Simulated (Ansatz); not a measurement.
Program: Ansatz. Geometries: PBE0-D4/def2-TZVP. ΔE: electronic, gas phase. CBS: MP2 limit from def2 TZ/QZ plus the TZ coupled-cluster correction, frozen cores. Functionals use def2-TZVPP. HSE06 is defined as in plane-wave codes. For Se, Ti outer-core shells are correlated without core-valence functions, which leaves a few kJ/mol of doubt a bond. Scalar relativity is left out up to krypton. One conformer a species, not always the lowest.

`[NH2][Ti]([NH2])([NH2])[Cl]` + `C[Se][Al]([F])[F]` → `[NH2][Ti]([NH2])([NH2])[F]` + `C[Se][Al]([F])[Cl]`  (redistribution)

`[NH2][Ti]([NH2])([NH2])[Cl]`:

```xyz
11

N    -1.136    0.889   -0.998
Ti    0.350    0.282   -0.036
N    -0.198    0.074    1.741
N     0.760   -1.426   -0.684
Cl    2.088    1.681   -0.215
H    -1.436    1.855   -0.993
H    -1.654    0.361   -1.685
H     0.453   -0.044    2.506
H    -1.136    0.201    2.092
H     1.271   -1.579   -1.543
H     0.638   -2.294   -0.185
```

`C[Se][Al]([F])[F]`:

Cartesian coordinates in Å:
```
C 0.685 0.360 -1.218
Se 0.892 -1.122 0.063
Al -0.773 -0.519 1.491
F -1.108 -1.402 2.830
F -1.669 0.825 1.190
H 1.614 0.925 -1.225
H -0.142 1.007 -0.935
H 0.500 -0.074 -2.197
```

`[NH2][Ti]([NH2])([NH2])[F]`:

```xyz
11

N     1.495    0.770    0.512
Ti   -0.102    0.313   -0.369
N     0.093   -1.454   -0.984
N    -1.463    0.298    0.928
F    -0.468    1.439   -1.700
H     2.319    1.111    0.036
H     1.607    0.854    1.511
H    -0.483   -1.861   -1.709
H     0.861   -2.069   -0.759
H    -1.959    1.127    1.228
H    -1.901   -0.529    1.305
```

`C[Se][Al]([F])[Cl]`:

Z-matrix (Å, degrees):
```
C
Se 1 1.967
H 1 1.088 2 105.5
H 1 1.086 2 110.4 3 -118.7
H 1 1.086 2 110.4 3 118.7
Al 2 2.281 1 98.2 3 -179.2
Cl 6 2.084 2 121.8 1 0.1
F 6 1.640 2 119.5 1 -179.9
```

```json
{"level": "B97M-V", "ΔE (kJ/mol)": "9.4", "difference from CCSD(T)/CBS": "-7.5"}
{"level": "PBE0-D4", "ΔE (kJ/mol)": "6.2", "difference from CCSD(T)/CBS": "-10.7"}
{"level": "ωB97X-V", "ΔE (kJ/mol)": "2.8", "difference from CCSD(T)/CBS": "-14.1"}
{"level": "HSE06", "ΔE (kJ/mol)": "5.6", "difference from CCSD(T)/CBS": "-11.3"}
{"level": "CAM-B3LYP", "ΔE (kJ/mol)": "6.6", "difference from CCSD(T)/CBS": "-10.3"}
{"level": "LC-ωPBE", "ΔE (kJ/mol)": "-0.8", "difference from CCSD(T)/CBS": "-17.7"}
{"level": "MP2/def2-SVP", "ΔE (kJ/mol)": "7.4", "difference from CCSD(T)/CBS": "-9.5"}
{"level": "CCSD/def2-SVP", "ΔE (kJ/mol)": "-1.1", "difference from CCSD(T)/CBS": "-18.0"}
{"level": "MP2/def2-QZVPP", "ΔE (kJ/mol)": "23.4", "difference from CCSD(T)/CBS": "6.5"}
{"level": "HF/CBS(def2)", "ΔE (kJ/mol)": "8.4", "difference from CCSD(T)/CBS": "-8.5"}
{"level": "CCSD(T)/CBS", "ΔE (kJ/mol)": "16.9", "difference from CCSD(T)/CBS": "0"}
```

Largest T1 diagnostic among the species: 0.025, so the coupled-cluster value is less sure than usual.

Leaving LDA and LC-ωPBE aside and taking each functional with its dispersion term where it has one, the values, not all of them listed here, spread over 12.2 kJ/mol, from ωB97X-V to B2PLYP. In def2-TZVPP, CCSD(T) changes the Hartree–Fock value by +8.1 kJ/mol (the triples alone add +4.1 kJ/mol) and MP2 by +15.0 kJ/mol. At CCSD(T), def2-SVP lies −13.3 kJ/mol from the extrapolated value and def2-TZVPP −2.9 kJ/mol.
